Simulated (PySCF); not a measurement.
Compound: InH2(OMe), CH5InO.
Structure used (PBE0-D3(BJ)/def2-SVP), in Å, numbered top down from 1:
```
atom  x, y, z in Å
In1    0.625    1.446    0.719
H2     2.180    0.712    0.814
H3    -0.046    2.961    1.148
O4    -0.759    0.247   -0.094
C5    -0.539   -1.048   -0.542
H6    -0.780   -1.143   -1.620
H7    -1.187   -1.770   -0.008
H8     0.506   -1.405   -0.417
```

Computed with PBE0-D3(BJ)/def2-SVP geometry optimisation, gas phase, def2 core potentials past Kr in PySCF.

(1) Which atoms are bound to In1, and at what distances?

(2) List the angles at In1.

(3) What is the shape at In1?

(4) What are the other bond lengths?

(5) Give some angles away from the centre.

(6) What are the rotational constants (commonest isotopes, rigid rotor)?

Answers

(1) 3 atoms: H3 1.711 Å, H2 1.722 Å, O4 2.003 Å. The nearest atom not counted as bound is C5, at 3.03 Å.

(2) 
| angle | degrees | distance of the outer atoms (Å) |
| --- | --- | --- |
| H2–In1–H3 | 135.8 | 3.18 |
| H2–In1–O4 | 113.0 | 3.11 |
| H3–In1–O4 | 111.2 | 3.07 |

(3) Planar: angles 135.8°, 113.0° and 111.2°, sum 360.0°, 0.00 Å off the plane of its three neighbours.

(4) O4–C5 1.388 Å; C5–H6, C5–H7, C5–H8 1.109 Å.

(5) In1–O4–C5 125.4°.

(6) A = 35166, B = 3036, C = 2845 MHz: a near-prolate asymmetric top.

Point group: Cs (tolerance 0.08 Å). Charge 0, singlet. Stationary, but not proved a minimum.

On x86-64 server, one thread, on a shared host, this took 19 s wall. That covers the optimisation of the geometry.

One conformer stands for the species.
